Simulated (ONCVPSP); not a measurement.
## Logarithmic derivatives: Pm (Z = 61), ONCV

- Element: promethium
- Generator: ONCVPSP 4.0.1
- Type: optimised norm-conserving Vanderbilt (ONCV)
- Functional: PBE
- Relativity: scalar-relativistic
- Frozen core: [Kr] 4d10
- Valence charge: 15
- Reference configuration: 4f5 5s2 5p6 6s2
- Partial waves: 5s+6s: rc 2.60 bohr, ncon 4, nbas 7, qcut 4.9 1/bohr, 2 projectors; 5p: rc 1.85 bohr, ncon 4, nbas 8, qcut 3.7 1/bohr, 2 projectors, debl 2.9 Ha; d scattering state at 0.34 Ha: rc 2.75 bohr, ncon 4, nbas 8, qcut 3.5 1/bohr, 2 projectors, debl 3.6 Ha; 4f: rc 1.50 bohr, ncon 3, nbas 8, qcut 10.6 1/bohr, 3 projectors, debl 2.1 Ha
- Local potential: polynomial inside 1.35 bohr (lpopt 5, dvloc0 4 Ha)
- Core correction: polynomial model core, fcfact 0.35

In the d channel the program set the typed energies aside and used 0.050, 3.650 Ha.

The phase is arctan(r·R′/R) of the radial function R(r), unwrapped; energies in Ha, scanned from -3 to 5 Ha. A pole is an energy at which the radial function vanishes at the test radius. The pseudo phase is shifted by a multiple of π to meet the all-electron one at the reference energy, and phase errors are pseudo minus all-electron; the curves can meet again beyond the range given. Levels narrower than the energy grid can be missing from the lists of poles.

| channel | radius (bohr) | reference energy (Ha) | poles, all-electron | poles, pseudo | unbroken range about the reference energy with phases within 0.05 rad | phase error 1 Ha above the reference energy (rad) |
| --- | --- | --- | --- | --- | --- | --- |
| s | 2.64 | -0.13 | -1.45, 2.19 | -1.45, 1.94, 2.78 | below 2.1 | -0.004 |
| p | 1.88 | -0.83 | 0.55 | 0.55 | below 3.8 | -0.000 |
| d | 2.78 | 0.05 | 0.48, 3.70 | 0.49, 3.70 | below 1.5 | +0.005 |
| f | 1.52 | -0.08 | 0.42 | 0.42 | the whole range | -0.000 |

Note: ghosts flagged at negative energy: d at -102.3 eV; GHOST(+) flagged for s at 62.4 eV. A true bound ghost makes a file unfit for plane-wave use.

Phases in the d channel:

```
E (Ha)  all-electron  pseudo
 -2.98         1.394   1.401
 -2.54         1.375   1.380
 -2.10         1.349   1.353
 -1.66         1.309   1.313
 -1.22         1.241   1.245
 -0.78         1.081   1.085
 -0.34         0.288   0.295
  0.10        -1.289  -1.289
  0.54        -1.596  -1.595
  0.98        -1.783  -1.778
  1.42        -2.198  -2.173
  1.86        -3.907  -3.862
  2.30        -4.445  -4.438
  2.74        -4.585  -4.583
  3.18        -4.655  -4.655
  3.62        -4.704  -4.704
  4.06        -4.748  -4.747
  4.50        -4.797  -4.793
  4.94        -4.873  -4.855
```
